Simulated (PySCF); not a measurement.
Species: C6H9NP2.
Bonds: C1–N2, N2–C3, N2–C4, C4–C5 (aromatic), C5–P6 (aromatic), P6–C7 (aromatic), C7–C8 (aromatic), C8–P9 (aromatic), C4–P9 (aromatic). Hydrogens: H10, H11, H12 on C1; H13, H14, H15 on C3; H16 on C5; H17 on C7; H18 on C8.

Computed with PySCF at PBE0/pcSseg-1, non-relativistic, on one gas-phase PBE0-D3(BJ)/def2-SVP geometry that isn't relaxed in the solvent. The solvent is an IEF-PCM continuum (cavity from Bondi-type radii × 1.2). The model holds no explicit solvent molecules, cavitation or dispersion.

| run | E − E(gas) (kcal/mol) | HOMO (eV) | HOMO–LUMO gap (eV) | dipole (D) |
| --- | --- | --- | --- | --- |
| gas | 0.00 | -5.95 | 4.06 | 3.10 |
| P | -4.40 | -5.96 | 3.92 | 4.12 |
| Q | -2.27 | -5.93 | 3.98 | 3.63 |

Question: The runs were made in benzene and dichloromethane. Which run belongs to which solvent?

Answer: P = dichloromethane, Q = benzene. The dielectric constants are 2.271 (benzene), 8.93 (dichloromethane), and the energy falls further as ε rises. In this model the ground state sees the solvent through ε alone.

Question: How constant is the ratio of the lowering to (ε − 1)/(2ε + 1)?

Answer: 
```
        solvent  (ε − 1)/(2ε + 1)  E − E(gas) (kcal/mol)  ratio (kcal/mol)  polarisation term (kcal/mol)
        benzene             0.229                  -2.27              -9.9                         -2.47
dichloromethane             0.420                  -4.40             -10.5                         -5.18
```

The ratio changes by +5.9 % in size from benzene to dichloromethane. The polarisation term is half the interaction of the solute with the induced surface charges.

The values belong to the conformer `[CH3:1][N:2]([CH3:3])[c:4]1[cH:5][p:6][cH:7][cH:8][p:9]1`: C1–N2–C4–C5 -1°.
